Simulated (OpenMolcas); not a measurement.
Computed transition rates of Ar4+

| Property | Result |
| --- | --- |
| Program | OpenMolcas |
| Method | MS-CASPT2, IPEA 0.25 Eh, imaginary shift 0.1 Eh (closed shells correlated: 2s 2p) |
| Basis | ANO-RCC [8s7p5d4f2g] |
| Scalar Hamiltonian | DKH2, point nucleus |
| Active space | 4 electrons in 8 orbitals (3s 3p 4s 4p) |
| State averaging | 2S+1 = 3 even, 6 roots; 2S+1 = 1 even, 11 roots; 2S+1 = 5 odd, 1 root; 2S+1 = 3 odd, 9 roots; 2S+1 = 1 odd, 8 roots |
| Spin-orbit coupling | RASSI with atomic mean-field integrals over the reference wave functions, term energies averaged over their components |

Rates come from the transition moments of the reference wave functions (E1 and E2 in the length form). At fixed line strength A goes as λ^-3 for E1 and M1 and as λ^-5 for E2, so a rate at the computed wavelength can be rescaled to the measured one. Measured vacuum wavelengths follow from level energies in Saloman, J. Phys. Chem. Ref. Data 39, 033101 (2010). Branching counts decays inside the model space alone, at computed energies, and the table is only a selection of the E2 and M1 lines, drawn from those between levels with measured partners whose computed energy lies within a factor of 1.5 of the measured one.

```
      Upper        Lower  Type  λ computed (nm)  λ measured (nm)  A computed (s-1)  A rescaled (s-1)  Branching %
3s² 3p² ¹S₀  3s² 3p² ³P₁    M1            275.3            269.2          5.84e+00                           64.1
3s² 3p² ¹S₀  3s² 3p² ¹D₂    E2            476.8            462.7          3.21e+00          3.73e+00         35.2
3s² 3p² ¹D₂  3s² 3p² ³P₂    M1            705.4            700.8          4.35e-01                           70.0
3s² 3p² ¹D₂  3s² 3p² ³P₁    M1            651.2            643.7          1.85e-01                           29.8
3s² 3p² ¹S₀  3s² 3p² ³P₂    E2            284.5            278.7          6.21e-02                            0.7
3s² 3p² ³P₂  3s² 3p² ³P₁    M1             8473             7902          2.22e-02          2.74e-02        100.0
3s² 3p² ³P₁  3s² 3p² ³P₀    M1            14280            13100          6.19e-03          8.02e-03        100.0
```

Spin-changing lines and M1 lines between different terms are not rescaled, since their strength hangs on the term gaps too.

The largest correction is for 3s² 3p² ³P₁ → 3s² 3p² ³P₀ (M1): 6.19e-03 × (14280 / 13100)^3 = 8.02e-03 s-1, a factor of 1.30.

The computed rate and branching of 3s² 3p² ³P₁ → 3s² 3p² ³P₀ give the upper level a radiative lifetime of 1.000 / 6.19e-03 s-1 = 1.62e+02 s, counting decays inside the model space alone. The rescaled rate gives about 1.2e+02 s.

No measured rate stands beside these. Rescaling mends the energy factor alone: line strengths can still be far off where a level mixes with configurations outside the active space, and weak or spin-changing lines hang on small mixing coefficients that depend on the term gaps too, so rescaling need not improve them.

Term energies are means over components that CASPT2 splits; among the terms shown or strongly mixed into the levels shown the widest spread is 69 cm-1 (3s² 3p² ¹D). Over all roots computed the reference weight is 0.84 to 0.99; the roots of lowest weight are the least certain, and an intruder state may touch them. Active for correlation alone: 4p 4s; no level in the range computed is led by a configuration that fills them, so any true level of that kind is missing. Measured partners are found by configuration, term and J. A level has none where our copy of the source lacks it or the pairing is in doubt (some pairs that miss far off the trend of their configuration count as doubtful). Levels of configurations outside the active space are missing.
